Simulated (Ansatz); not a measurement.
A set of 12 reactions (germylene extrusion), with CCSD(T)/CBS values in kJ/mol:

```json
{"reaction": "`C=C=C[CH2][GeH3]` → `C=C=CC` + `[GeH2]`", "ΔE": "156.3"}
{"reaction": "`[CH3][GeH]([NH2])[SH]` → `[CH3][GeH]` + `NS`", "ΔE": "330.0"}
{"reaction": "`[OH][GeH]([OH])[GeH3]` → GeH₄ + `[OH][Ge][OH]`", "ΔE": "59.3"}
{"reaction": "`[CH3][GeH2][GeH3]` → GeH₄ + `[CH3][GeH]`", "ΔE": "195.7"}
{"reaction": "`[BH2][GeH2][Cl]` → `BCl` + `[GeH2]`", "ΔE": "135.1"}
{"reaction": "`[CH3][GeH]([F])[Br]` → HBr + `[CH3][Ge][F]`", "ΔE": "195.9"}
{"reaction": "`[CH3][GeH]([F])[Br]` → `CBr` + `[F][GeH]`", "ΔE": "263.9"}
{"reaction": "`[GeH3][CH]1[SiH2][SiH2]1` → `C1[SiH2][SiH2]1` + `[GeH2]`", "ΔE": "181.8"}
{"reaction": "`[F][GeH]([F])[Cl]` → `[F][Ge][Cl]` + H–F", "ΔE": "98.6"}
{"reaction": "`[F][GeH]([F])[Cl]` → F₂ + `[Cl][GeH]`", "ΔE": "783.2"}
{"reaction": "`[OH][GeH]([F])[CH2]Cl` → `CCl` + `[OH][Ge][F]`", "ΔE": "14.6"}
{"reaction": "`[NH2][GeH2][NH][SiH](N)F` → `[NH2][GeH]` + `N[SiH](N)F`", "ΔE": "111.7"}
```

Isolated molecules relaxed with PBE0-D4/def2-TZVP in Ansatz; ΔE leaves out vibrations. CBS: MP2 limit from def2 TZ/QZ plus the TZ coupled-cluster correction, frozen cores. This one scheme is used for every species. DFT in def2-TZVPP. B3LYP here is the variant with VWN-RPA as its local correlation; programs differ in this. For Br, Ge outer-core shells are correlated without core-valence functions, which leaves a few kJ/mol of doubt a bond. Scalar relativity is left out up to krypton. Each species was taken in one conformer, which may not be the lowest.

(1) Give the mean, mean absolute and largest difference (level minus CCSD(T)/CBS, kJ/mol) for: r2SCAN-D4, PBE0-D4, B3LYP-D4, ωB97M-V, PBE, PBE0, B3LYP, HF/def2-TZVPP, MP2/def2-TZVPP, CCSD(T)/def2-TZVPP, HF/def2-QZVPP, SCS-MP2/def2-QZVPP, MP2/CBS(def2), CCSD/CBS(def2). (Estimate.)

The largest T1 diagnostic in the set is 0.015, for `[OH][Ge][F]` (customary mark 0.02).

CCSD(T)/CBS is a level of theory with its own doubt, and the functionals carry their triple-zeta basis error, so these figures describe this set and don't rank the functionals.

Results:

(1) Ansatz gave: 
| level | mean | mean absolute | largest |
| --- | --- | --- | --- |
| r2SCAN-D4 | 8.3 | 8.4 | 18.2 |
| PBE0-D4 | 3.3 | 5.7 | -14.1 |
| B3LYP-D4 | -20.6 | 20.6 | -35.6 |
| ωB97M-V | -10.2 | 10.2 | -15.2 |
| PBE | -22.3 | 22.3 | -59.1 |
| PBE0 | -3.9 | 5.9 | -17.7 |
| B3LYP | -33.5 | 33.5 | -42.5 |
| HF/def2-TZVPP | -9.5 | 21.3 | 41.4 |
| MP2/def2-TZVPP | 24.4 | 24.4 | 48.5 |
| CCSD(T)/def2-TZVPP | 7.6 | 7.6 | 19.7 |
| HF/def2-QZVPP | -10.5 | 22.9 | 47.2 |
| SCS-MP2/def2-QZVPP | 6.8 | 6.8 | 26.1 |
| MP2/CBS(def2) | 16.8 | 16.8 | 46.7 |
| CCSD/CBS(def2) | -2.1 | 3.4 | 7.1 |
